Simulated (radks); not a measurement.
Task: These are the eigenvalues of the occupied orbitals of an atom or ion with whole-number occupations (hartree). Method: Dirac Kohn-Sham, PBE, spin-unpolarised, spherical densities, finite nucleus; Fermi nuclear charge, rms radius of each element as measured or else 0.836 A^(1/3) + 0.57 fm; computed with a radial shooting solver on a logarithmic mesh with Libxc functionals.

1s1/2: -887.5553
2s1/2: -129.5514
2p1/2: -120.1676
2p3/2: -114.3097
3s1/2: -23.35643
3p1/2: -19.65241
3p3/2: -18.63141
3d3/2: -12.07348
3d5/2: -11.86992
4s1/2: -3.13399
4p1/2: -1.99271
4p3/2: -1.83006
4d3/2: -0.15862
4d5/2: -0.14264

Which element is it, and in what charge state? The configuration may be excited. Open shells, if any, fill j = l - 1/2 first.

Result: Z = 46, palladium, charge 0: Pd in [Kr] 4d10. The list shows which subshells hold electrons but not how many an open one holds; the 1s level, -887.56 hartree, gives Z - s = 42.1 by -(Z - s)^2/2, which with screening and relativity narrows Z to a few neighbours, and the depths of the outer levels then fix element, charge and occupations together.
